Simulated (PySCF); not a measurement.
**Electron correlation in Se (selenium, neutral)**

[Ar] 3d10 4s1 4p4 5s1, high-spin 5P determinant (an excited configuration). All numbers are calculated (PySCF 2.14, a scalar-relativistic core potential, in aug-cc-pwCVDZ-PP with ECP10MDF). Frozen: 3s2 3p6 3d10; 6 electrons correlated.

| level | correlation energy (mhartree) |
| --- | --- |
| CCSD | -112.41 |
| (T) | -6.13 |
| CCSD(T) | -118.54 |

Diagnostics: T1 = 0.017, D1 = 0.0415, largest double amplitude 0.236.

The outer electron is Rydberg-like, and this basis confines it to a smaller radius and binds it less than a complete one would. A double-excitation amplitude exceeds 0.15, a sign of near-degeneracy.

Cost of the coupled-cluster step: roughly 2.2 core-seconds, for 6 correlated electrons.
